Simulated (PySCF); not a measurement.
**Excitation energy of Sn by level of theory**

Sn [Kr] 4d10 5s2 5p2 (3P) → Sn [Kr] 4d10 5s1 5p3 (5S), as a difference of total energies. All numbers are calculated (PySCF 2.14, scalar relativity by spin-free X2C-1e, in x2c-TZVPPall with one added diffuse shell each of s, p, d, f type (9s7p5d3f, 76 functions)). Correlated levels: valence: [Kr] 4d10 frozen. The calculations carry no spin-orbit coupling.

Question: Order these methods by the excitation energy they give, lowest first.
A. CCSD (valence)
B. MP2 (valence)
C. SCS-MP2 (valence)
D. CCSD(T) (valence)

Answer: B (3.734 eV), A (3.932 eV), D (3.966 eV), C (4.067 eV).

Errors of the correlated levels include the incompleteness of this basis and the frozen core.

For comparison: 4.607 eV (measured; NIST levels, between the centres of gravity of the two terms).
